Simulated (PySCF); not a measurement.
# Trend along the fourth-period p block: MBr molecules

PBE with double-zeta basis sets in PySCF, for the lowest determinant that a PBE0 search found; no spin–orbit coupling. De refers to high-spin ground-configuration atoms. A positive dipole means M(−)Br(+).

| M | basis | state (unpaired electrons) | Re (Å) | ωe (cm⁻¹) | De (eV) | μ (D) |
| --- | --- | --- | --- | --- | --- | --- |
| Ga | x2c-SVPall | singlet (closed shell) | 2.381 | 265 | 4.51 | -2.12 |
| Ge | cc-pVDZ-PP | doublet (π ↑) | 2.365 | 282 | 3.78 | -1.61 |
| Se | x2c-SVPall | doublet (π ↑) | 2.297 | 313 | 2.79 | -0.09 |

The shortest bond is that of SeBr (2.297 Å), the longest that of GaBr (2.381 Å). GaBr is bound most strongly (4.51 eV) and SeBr least (2.79 eV).

The rows differ in basis set, which adds steps of its own.

The state changes along the series, so neighbouring rows are not always alike in their bonding.

States were picked by a PBE0 search and need not be the measured ground states.
